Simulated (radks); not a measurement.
Spherical quantum dot in the effective-mass picture: electrons in a parabolic well V = omega^2 r^2 / 2 with omega = 0.582, all in effective atomic units (hartree* = m*/eps^2 hartree, bohr* = eps/m* bohr), one dielectric constant everywhere. Method: non-relativistic Kohn-Sham, LDA (Slater exchange, Perdew-Wang correlation), spin-polarised, spherical densities; computed with a radial shooting solver with Libxc functionals. Levels are named by radial order and angular momentum (1s, 1p, 1d, 2s, ...), and open shells are averaged over m. Results are scaled to m* = 0.074 and eps = 5, for which hartree* = 80.55 meV and bohr* = 3.576 nm.

N = 32, configuration 1s2 1p6 1d10 2s2 1f(up 7, down 5). This is the lowest configuration that the search found. Occupied and some empty levels:

| level | occupation | eigenvalue (meV) | <r> (nm) |
|---|---|---|---|
| 1s up | 1 | 803.25 | 9.206 |
| 1s down | 1 | 803.80 | 9.123 |
| 1p up | 3 | 818.90 | 11.51 |
| 1p down | 3 | 819.72 | 11.47 |
| 1d up | 5 | 836.67 | 13.00 |
| 1d down | 5 | 837.62 | 12.99 |
| 2s up | 1 | 840.67 | 10.94 |
| 2s down | 1 | 841.27 | 10.99 |
| 1f up | 7 | 856.68 | 14.11 |
| 1f down | 5 | 857.67 | 14.11 |
| 2p up | 0 | 864.46 | 12.04 |
| 2p down | 0 | 865.03 | 12.06 |
| 1g up | 0 | 878.83 | 15.01 |
| 1g down | 0 | 879.82 | 15.02 |
| 2d up | 0 | 889.90 | 13.18 |
| 2d down | 0 | 890.51 | 13.18 |

Energy (meV): total 16748.3, kinetic 1220.2, external 6013.4, Hartree 10376, exchange-correlation -861.82.

Electron density:

| r (nm) | n(r) (e/nm^3) |
|---|---|
| 1.20 | 0.002108 |
| 3.20 | 0.001794 |
| 5.20 | 0.001494 |
| 7.20 | 0.001479 |
| 9.20 | 0.001717 |
| 11.2 | 0.001887 |
| 13.2 | 0.001672 |
| 15.2 | 0.001089 |
| 17.2 | 0.0004850 |
| 19.2 | 0.0001410 |
| 21.2 | 0.00002594 |
| 23.2 | 3.032e-06 |
| 25.2 | 2.251e-07 |
